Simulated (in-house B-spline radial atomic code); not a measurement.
Atomic self-consistent-field run: Cu⁴⁺ (with a hole in an inner shell). Computed with a radial B-spline atomic code at the basis-set limit: Dirac-Hartree-Fock, average of the jj configuration, Fermi nucleus of rms radius 3.8823 fm.

In the input, a minus or plus after the letter marks the j = l - 1/2 or j = l + 1/2 subshell.

Command:
```bash
python run_scf.py task.json out
```
Settings (nuclear radius in fm, mass in u):
```
Z                29
configuration    1s2 2s2 2p6 3s2 3p-2 3p+3 3d8
hamiltonian      dirac
method           hf
spin_polarised   False
nucleus          fermi
rms_radius       3.8823
atomic_mass      62.9296
speed_of_light   137.035999084
```

Output (hartree, bohr):
```
 radial grid: 67 intervals, B-splines of order 8, outer radius 14.6809 bohr

 iter        energy (Eh)    residual
    1      -1626.4830709    7.98e-01
    2      -1639.2057093    6.20e-01
    3      -1645.8163180    1.69e-01
    4      -1646.3425746    3.49e-02
    5      -1646.3594044    2.27e-02
    6      -1646.3690127    9.73e-04
    7      -1646.3690190    1.46e-04
    8      -1646.3690192    1.70e-05
    9      -1646.3690193    1.46e-06
   10      -1646.3690193    5.13e-08

 total energy                    -1646.369019
 kinetic                           1676.01896
 electron-nucleus                 -3907.15927
 electron-electron                  584.77129

 first-order corrections (not in the total)
   Gaunt                            0.74249
   retardation                     -0.06708
   frequency dependence            -0.00219
   self-energy                      0.49801
   Uehling                         -0.04488
   Wichmann-Kroll                   0.00034
   recoil                           0.01085

 orbital      occ     eigenvalue          <r>       <r^2>       <1/r>     <1/r^2>       <r^4>       r_max    small
 1s1/2      2.000     -335.53332    0.0520993  0.00365169     29.1641     1750.15 3.43872e-05     0.03412  1.09e-02
 2s1/2      2.000      -44.47334     0.233764   0.0645275     6.39358     174.089   0.0072533      0.1961  2.09e-03
 2p1/2      2.000      -39.14277      0.20379   0.0510166     6.31712     56.1307   0.0052883      0.1564  2.06e-03
 2p3/2      4.000      -38.35088     0.207357   0.0527237     6.17206     52.1693   0.0056427      0.1592  2.02e-03
 3s1/2      2.000       -7.70894     0.698192    0.560432     2.02768     26.3799    0.499473      0.6094  4.65e-04
 3p1/2      2.000       -6.02924     0.719268    0.605466     1.90789     8.23079    0.620224        0.61  4.23e-04
 3p3/2      3.000       -5.94277      0.72724    0.618894     1.88284     7.75681    0.647346      0.6174  4.19e-04
 3d3/2      3.200       -3.10909     0.794097    0.779689     1.60377     3.39305     1.28329        0.58  3.17e-04
 3d5/2      4.800       -3.05033     0.801244    0.794976     1.59173     3.34392     1.34037      0.5826  3.14e-04
```

Run time, properties included: 1.1 s on 1 thread of Arm Neoverse V1 (shared host).

For the Dirac Hamiltonian the kinetic term is c α·p + (β - 1)c².
